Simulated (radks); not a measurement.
Question: Yb, configuration [Xe] 4f14 6s2. Calculated with a radial shooting solver on a logarithmic mesh with Libxc functionals: Dirac Kohn-Sham, Wu-Cohen GGA, spin-unpolarised, spherical densities, finite nucleus; Fermi nuclear charge, rms radius 5.3108 fm.

Spin-orbit splittings of the eigenvalues, e(l+1/2) - e(l-1/2), with zeta = 2 splitting/(2l+1) and mean radii in bohr:

shell  occ.  splitting (eV)  zeta (eV)  <r> j=l-1/2  <r> j=l+1/2
2p        6            1047      698.1      0.06872      0.07622
3p        6           222.2      148.1       0.2061       0.2201
3d       10           48.56      19.42       0.1935       0.1978
4p        6           50.35      33.57       0.4956       0.5280
4d       10           9.166      3.666       0.5534       0.5650
4f       14           1.317     0.3762       0.7780       0.8042
5p        6               ?          ?        1.369        1.489

Estimate the 5p splitting.

Answer: 6.099 eV (zeta = 4.066 eV).
